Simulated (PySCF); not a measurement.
An equivalent PySCF input for Br (bromine, neutral), [Ar] 3d10 4s2 4p5, 2P determinant, with scalar relativity through the core potential:

```python
from pyscf import gto, scf, dft, mp, cc
import basis_set_exchange as bse
txt = bse.get_basis("aug-cc-pVDZ-PP", elements=["Br"], fmt="nwchem", header=False)
cut = txt.index("\nECP")
mol = gto.M(atom="Br 0 0 0", charge=0, spin=1, symmetry="D2h",
            basis=gto.basis.parse(txt[:cut]),
            ecp={"Br": gto.basis.parse_ecp(txt[cut:])})
mf = scf.UHF(mol)
mf.irrep_nelec = {'Ag': (4, 4), 'B1g': (1, 1), 'B2g': (1, 1), 'B3g': (1, 1), 'B1u': (2, 2), 'B2u': (2, 2), 'B3u': (2, 1)}
mf.kernel()
```

It reaches the same state as the run whose output follows, and the same energy. The run itself started from symmetry-adapted Hartree-Fock orbitals and held the occupation by maximum overlap, so the iterations belong to that start.

```
SCF conv_tol = 1e-09
number electrons alpha = 13  beta = 12
cycle= 1 E= -415.474476173091  delta_E= -0.00311  |g|= 0.0194  |ddm|= 0.0518
cycle= 2 E= -415.47476444008  delta_E= -0.000288  |g|= 0.00609  |ddm|= 0.0169
cycle= 3 E= -415.474797891808  delta_E= -3.35e-05  |g|= 0.000487  |ddm|= 0.01
cycle= 4 E= -415.474798339941  delta_E= -4.48e-07  |g|= 0.000126  |ddm|= 0.00273
cycle= 5 E= -415.474798365517  delta_E= -2.56e-08  |g|= 4.06e-05  |ddm|= 0.000659
cycle= 6 E= -415.474798368204  delta_E= -2.69e-09  |g|= 8.68e-06  |ddm|= 0.000239
cycle= 7 E= -415.474798368329  delta_E= -1.25e-10  |g|= 4.7e-07  |ddm|= 5.82e-05
converged SCF energy = -415.474798368329  <S^2> = 0.75619506  2S+1 = 2.0061855
```

Energies and moments cover only the electrons outside the core potential.
